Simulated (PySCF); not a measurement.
A structure optimised at PBE0-D3(BJ)/def2-TZVPD, used in a PySCF frequency run:

```xyz
3

Ca     0.0000     0.0000     0.6450
O      0.0000     0.0000    -1.3274
H      0.0000     0.0000    -2.2803
```
Charge 0, spin multiplicity 2.

Task: Write its SMILES, formula and point group.

Result: [OH][Ca], CaHO, C∞v

Task: What are its rotational constants (standard atomic weights)?

Result: 10.106 GHz (linear rotor, B only)
